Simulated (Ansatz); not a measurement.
This geometry of ClFGeH2 + H (6 atoms, charge 0, multiplicity 2) is a first-order saddle point.

The calculation used UKS PBE/def2-SVP (Ansatz).

```xyz
6
Properties=species:S:1:pos:R:3
Ge 0.061 0.000 -0.009
F 0.084 0.000 1.948
Cl 2.038 0.000 -0.936
H -0.675 1.301 -0.437
H -0.675 -1.301 -0.437
H -0.199 0.000 3.179
```

Which two structures does it join? (They come from a converged band through this point; their orientation in space is the band's.)

Bonds broken: Ge1–F2. Bonds formed: F2–H6. ClFGeH2 + H becomes ClGeH2 + FH.

Image 0:

```xyz
6
Properties=species:S:1:pos:R:3
Ge -0.014 0.000 -0.264
F 0.004 0.000 1.490
Cl 2.045 0.000 -0.927
H -0.684 1.319 -0.708
H -0.684 -1.319 -0.708
H -0.033 0.000 4.427
```

Image 6:

```xyz
6
Properties=species:S:1:pos:R:3
Ge 0.390 -0.004 0.012
F -0.890 0.004 2.483
Cl 2.024 0.001 -1.462
H -0.440 1.292 -0.257
H -0.443 -1.296 -0.268
H -0.008 0.001 2.800
```

How far does it lie above each of them?

16.1 kcal/mol above the first and 27.0 kcal/mol above the second. This is the barrier of this one path; another mechanism may lie lower.

The run took 94 s on 2 threads of AMD EPYC 7R43 64-Core Processor (Zen 3) (shared host), peak memory 0.18 GiB.
